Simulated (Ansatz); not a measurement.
A structure relaxed at PBE0-D4/def2-TZVP, charge 0, multiplicity 1:

| atom | x (Å) | y (Å) | z (Å) |
| --- | --- | --- | --- |
| C1 | -0.137 | -1.455 | -2.523 |
| C2 | -0.496 | 0.011 | -2.306 |
| In3 | -1.020 | 0.476 | -0.269 |
| S4 | -3.226 | 1.057 | 0.464 |
| N5 | 0.372 | 0.403 | 1.194 |
| C6 | 1.748 | 0.096 | 0.911 |
| C7 | 0.134 | 0.635 | 2.590 |
| H8 | 0.143 | -1.641 | -3.565 |
| H9 | 0.706 | -1.768 | -1.902 |
| H10 | -0.973 | -2.119 | -2.292 |
| H11 | 0.343 | 0.660 | -2.572 |
| H12 | -1.338 | 0.306 | -2.934 |
| H13 | -2.875 | 1.210 | 1.751 |
| H14 | 1.906 | -0.067 | -0.159 |
| H15 | 2.423 | 0.909 | 1.222 |
| H16 | 2.083 | -0.814 | 1.435 |
| H17 | -0.917 | 0.863 | 2.781 |
| H18 | 0.728 | 1.480 | 2.973 |
| H19 | 0.395 | -0.243 | 3.202 |

(1) Give its formula and SMILES.

(2) Point group (tolerance 0.08 Å, 0.16 Å for H)?

(3) Summarise the bond lengths by kind.

Answers

(1) C4H12InNS, `C[CH2][In]([SH])[N](C)C`.

(2) C1.

(3) 1 × C–C 1.524 Å; 11 × C–H 1.092 to 1.102 Å; 1 × C–In 2.154 Å; 1 × In–S 2.396 Å; 1 × In–N 2.020 Å; 1 × H–S 1.343 Å; 2 × C–N 1.435 to 1.438 Å.

Computed with Ansatz.
